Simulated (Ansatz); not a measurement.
Relaxation of CH5BFN (9 atoms, charge 0, multiplicity 1), to a largest force component of 0.02 eV/Å in at most 40 steps.

Theory: RKS PBE/def2-SVP in Ansatz 0.2.0.

```xyz
9
Properties=species:S:1:pos:R:3
B 0.000 0.000 0.000
F 0.000 0.000 1.320
C 1.386 0.000 -0.800
H 1.715 -1.046 -0.970
H 1.249 0.508 -1.777
H 2.155 0.538 -0.208
N -1.342 0.000 -0.775
H -2.011 -0.816 -0.676
H -1.591 0.816 -1.404
```

Q: Where does it end, and by what steps?

A: The run converged. The force dipped under the threshold on the way, but the program's further checks kept it going. After 10 steps the energy has fallen by 1.097 eV; H8 moved furthest, 0.86 Å.

```csv
step,energy less start (eV),largest force component (eV/Å),accepted
0,0.0000,2.881,yes
1,-0.4927,1.393,yes
2,-0.8318,0.927,yes
3,-1.0042,0.388,yes
4,-1.0801,0.328,yes
5,-1.0528,0.758,no
6,-1.0964,0.038,yes
7,-1.0972,0.019,yes
8,-1.0974,0.022,yes
9,-1.0974,0.026,yes
10,-1.0974,0.002,yes
```

```xyz
9
Properties=species:S:1:pos:R:3
B -0.042 -0.167 -0.107
F -0.055 -0.618 1.175
C 1.349 0.068 -0.816
H 1.936 -0.875 -0.828
H 1.272 0.437 -1.858
H 1.955 0.797 -0.237
N -1.290 0.061 -0.717
H -2.173 -0.101 -0.232
H -1.391 0.398 -1.672
```

Whether the end is a true minimum wasn't checked by a vibrational analysis.

Time of the run: 34 s on 1 thread of AMD EPYC 7R43 64-Core Processor (Zen 3) (shared host), peak memory 0.15 GiB.
